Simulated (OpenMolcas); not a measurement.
**Fe4+: the spin-orbit constant, worked from levels**

- Program: OpenMolcas
- Basis: ANO-RCC-VDZ [5s4p2d]
- Scalar Hamiltonian: DKH2, point nucleus
- Active space: 4 electrons in 5 orbitals (3d)
- State averaging: 2S+1 = 5 even, 5 roots; 2S+1 = 3 even, 45 roots (30 in the spin-orbit step); 2S+1 = 1 even, 50 roots (22 in the spin-orbit step)
- Spin-orbit coupling: RASSI with atomic mean-field integrals over the reference wave functions, term energies averaged over their components

Methods: CASSCF; SS-CASPT2, IPEA 0.25 Eh, imaginary shift 0.1 Eh (closed shells correlated: 3s 3p). Measured levels: Corliss and Sugar, J. Phys. Chem. Ref. Data 11, 135 (1982).

**The spin-orbit constant.** For the Hund term 5D of d4, E(J) = (A/2) J(J+1) + constant and ζ = 2S·A = 4A. From J = 0 to J = 4 the energy changes by 10 A.

| Source | E(4) - E(0) | A | ζ |
| --- | --- | --- | --- |
| CASSCF | 1392.7 | 139.3 | 557 |
| SS-CASPT2 | 1400.2 | 140.0 | 560 |
| measured | 1282.8 | 128.3 | 513 |

All in cm-1. SS-CASPT2 is off by +9.2 % and CASSCF by +8.6 %. Both methods take the spin-orbit matrix elements from the reference wave functions, so the second can move ζ only through the term energies and any multistate remixing. Second-order mixing with other terms is absorbed into this ζ.

CASPT2 does not keep the components of a term degenerate, so their means are used; among the terms shown or strongly mixed into the levels shown the widest spread is 16 cm-1 (3d4 5D, SS-CASPT2). Some high roots are left out of the spin-orbit mixing, which shifts the levels that they would mix with. The basis is small and was not contracted for so high a charge. Without dynamic correlation excited terms often stand tens of per cent too high (terms of higher spin than the ground term too low), and those without a measured partner can miss by more than the paired ones (holds for CASSCF). Measured partners are found by configuration, term and J. A level has none where our copy of the source lacks it or the pairing is in doubt (some pairs that miss far off the trend of their configuration count as doubtful), and it then counts in no deviation. Levels of configurations outside the active space are missing.
